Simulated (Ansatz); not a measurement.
The lowest doublet and quartet of CH (SMILES [CH]); geometries from B3LYP-D3(BJ)/def2-TZVP, each state relaxed from the structure named, with no frequency check.
Doublet (charge 0, multiplicity 2):
```csv
atom,x (Å),y (Å),z (Å)
C,0.0000,0.0000,-0.1605
H,0.0000,0.0000,0.9630
```

| level | gap E(doublet) − E(quartet), vertical, at the doublet's geometry (eV) | cost |
|---|---|---|
| U-HF/cc-pVDZ (spin-contaminated) | 0.116 | - |
| U-B3LYP/def2-TZVPP | -0.918 | ×0.7 |
| U-wB97X-V/def2-TZVPP | -0.949 | ×2 |
| U-B2PLYP/def2-TZVPP (spin-contaminated) | -0.813 | ×1 |
| U-SCS-MP2/cc-pVDZ (spin-contaminated) | -0.443 | - |
| U-CCSDT/cc-pVDZ (spin-contaminated) | -0.573 | - |
| U-CCSDT(Q)/cc-pVDZ (spin-contaminated) | -0.574 | ×3 |
| SA-CASSCF(5,5)/cc-pVDZ | -0.274 | - |
| SA-CASSCF(5,5)/cc-pVTZ | -0.311 | - |
| FIC-NEVPT4(SD) on SA-CASSCF(5,5)/cc-pVTZ | -0.750 | - |
| FIC-NEVPT4(SD) on SA-CASSCF(5,5)/cc-pVQZ | -0.793 | - |
| FIC-MRCISD+Q on SA-CASSCF(5,5)/cc-pVQZ | -0.796 | - |
| FCI/cc-pVDZ | -0.575 | ×1 |
| FCI/cc-pVTZ | -0.707 | ×200 |

The rows run from -0.949 (U-wB97X-V/def2-TZVPP) to 0.116 eV (U-HF/cc-pVDZ (spin-contaminated)).

A positive gap puts the quartet lower; no zero-point energy. U- takes an unrestricted doublet. The quartet is unrestricted in single-reference levels. Active spaces average the two states.

Correlated levels freeze the cores.

Doubts at one or more of the structures used: T1 above 0.05 (U-CCSDT/cc-pVDZ (spin-contaminated), U-CCSDT(Q)/cc-pVDZ (spin-contaminated)).

Programs: Ansatz (a quantum-chemistry and plane-wave program) with Gaussian orbitals. Values without a source in brackets are computed.

Costs are rough ratios of core time to U-PBE/def2-TZVPP (spin-contaminated) (about 1.8 s over the structures, on one shared machine); a dash marks a level with no comparable run of its own.
